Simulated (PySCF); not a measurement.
Computed properties of CH3CdFO, SMILES C[O][Cd][F]

Cd(F)(OMe) (CH3CdFO), SMILES [Cd]([F])[O]C. Coordinates come from a PBE0-D3(BJ)/def2-SVP optimisation. The def2 effective core potentials stand for the cores of Cd; spin–orbit coupling is left out. The values are those of a single conformer. All values are computed for the isolated molecule unless a solvent is named; none is compared with measurement here.

**Structure.** The optimised structure has Cs symmetry. All 15 harmonic modes at PBE0-D3(BJ)/def2-SVP (PySCF) are real, so it is a minimum. With heavy atoms numbered as in [Cd:1]([F:2])[O:3][CH3:4], the shortest bond between them is O3–C4 at 1.393 Å and the longest Cd1–O3 at 1.958 Å.

**Vibrations.** The strongest infrared lines (harmonic, unscaled, degenerate partners summed) lie at 1158 cm⁻¹ (196 km/mol, O 48 %, C 43 %, H 9 %), 2967 cm⁻¹ (126 km/mol, H 97 %), 646 cm⁻¹ (75 km/mol, F 64 %, Cd 23 %, O 10 %). The softest mode is at 98 cm⁻¹ and the zero-point energy is 26.8 kcal/mol.

**Electronic structure.** HF/def2-TZVPD (PySCF) places the frontier levels at -11.35 and 0.78 eV, a gap of 12.13 eV, and gives a dipole moment of 1.77 D and a mean polarisability of 37.9 bohr³.

**Excitations.** TDDFT-PBE0/def2-SVPD (PySCF) has S1 at 4.11 eV (301 nm, f = 0.003, weak); the most intense of the 10 singlets computed lies at 5.02 eV (f = 0.09). T1 (TDA) is at 3.74 eV. No vertical singlet excitation falls in the visible range (under 3.1 eV).
